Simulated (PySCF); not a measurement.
C (SMILES [C-]), charge -1, quartet (in this run its highest filled SCF level lies above zero, so its values depend strongly on the basis, on diffuse functions most of all). Base run: B3LYP/def2-SVP run with PySCF.

Here is a job for PySCF.
```python
from pyscf import gto, scf, dft

mol = gto.Mole()
mol.atom = '''
    C     0.000000    0.000000    0.000000
'''
mol.basis = 'def2-svp'
mol.charge = -1
mol.spin = 3
mol.verbose = 4
mol.build()

mf = dft.UKS(mol)
mf.xc = 'b3lyp'
mf.kernel()
```

Variants of this job, named by their change:

```json
[
 {"change": "base", "ΔE vs base (µEh)": "0.0", "grid points": "14120", "electrons on the grid": "7.00000"},
 {"change": "grids.atom_grid = (30, 110)", "ΔE vs base (µEh)": "3.2", "grid points": "2448", "electrons on the grid": "7.00000"},
 {"change": "grids.radi_method = delley", "ΔE vs base (µEh)": "0.0", "grid points": "14408", "electrons on the grid": "7.00000"},
 {"change": "grids.level = 4", "ΔE vs base (µEh)": "0.0", "grid points": "28608", "electrons on the grid": "7.00000"},
 {"change": "grids.level = 7", "ΔE vs base (µEh)": "0.0", "grid points": "86496", "electrons on the grid": "7.00000"},
 {"change": "grids.level = 5", "ΔE vs base (µEh)": "0.0", "grid points": "42984", "electrons on the grid": "7.00000"},
 {"change": "grids.level = 0", "ΔE vs base (µEh)": "8491", "grid points": "1088", "electrons on the grid": "6.99628"},
 {"change": "grids.prune = dft.gen_grid.treutler_prune", "ΔE vs base (µEh)": "0.0", "grid points": "12432", "electrons on the grid": "7.00000"},
 {"change": "grids.atom_grid = (50, 194)", "ΔE vs base (µEh)": "-0.1", "grid points": "6512", "electrons on the grid": "7.00000"},
 {"change": "grids.level = 2", "ΔE vs base (µEh)": "0.0", "grid points": "11208", "electrons on the grid": "7.00000"},
 {"change": "small_rho_cutoff = 0", "ΔE vs base (µEh)": "0.0", "grid points": "14120", "electrons on the grid": "7.00000"}
]
```

Open shells are given as the SCF converged; they aren't shown to be the lowest states, and a large step between rows can be another state.
